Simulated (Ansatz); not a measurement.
`C[O][Al]([NH2])[SH]` + `FB(S)Cl` → `C[O][Al]([F])[SH]` + `NB(S)Cl`  (redistribution)

Program: Ansatz. Geometries: PBE0-D4/def2-TZVP. ΔE: electronic, gas phase. CBS: MP2 limit from def2 TZ/QZ plus the TZ coupled-cluster correction, frozen cores. This one scheme is used for every species. One conformer a species, not always the lowest.

`C[O][Al]([NH2])[SH]`:

Cartesian coordinates in Å:
```
C -0.989 -0.910 1.457
O -0.810 -0.026 0.396
Al 0.420 0.421 -0.658
N 0.089 1.645 -1.873
S 2.409 -0.480 -0.552
H -1.244 -0.362 2.370
H -0.093 -1.510 1.667
H -1.808 -1.603 1.239
H 0.756 1.982 -2.546
H -0.799 2.104 -1.988
H 2.069 -1.261 0.488
```

`FB(S)Cl`:

Z-matrix (Å, degrees):
```
B
F 1 1.319
Cl 1 1.749 2 118.8
S 1 1.794 2 121.9 3 -180.0
H 4 1.344 1 95.1 2 -0.0
```

`C[O][Al]([F])[SH]`:

```xyz
9

C    -0.841    0.526   -1.503
O    -0.537    0.409   -0.143
Al    0.558   -0.361    0.847
F     1.739   -1.335    0.241
S     0.414   -0.067    2.982
H    -0.161   -0.057   -2.134
H    -1.862    0.180   -1.687
H    -0.778    1.575   -1.809
H     1.468   -0.871    3.207
```

`NB(S)Cl`:

```xyz
7

N    -0.718    0.585    0.307
B     0.019   -0.569    0.068
S     1.618   -0.634   -0.785
Cl   -0.620   -2.124    0.626
H    -1.601    0.556    0.787
H    -0.427    1.503    0.023
H     1.728    0.683   -1.026
```

```tsv
species	CCSD(T)/CBS(def2) energy (Eh)
`C[O][Al]([NH2])[SH]`	-811.46340
`FB(S)Cl`	-982.86970
`C[O][Al]([F])[SH]`	-855.38624
`NB(S)Cl`	-938.97645
```

**Question.** Work out ΔE.

**Answer.** ΔE = (-855.38624) + (-938.97645) − (-811.46340) − (-982.86970) = -0.02959 Eh = -18.6 kcal/mol.

Largest T1 diagnostic among the species: 0.012.
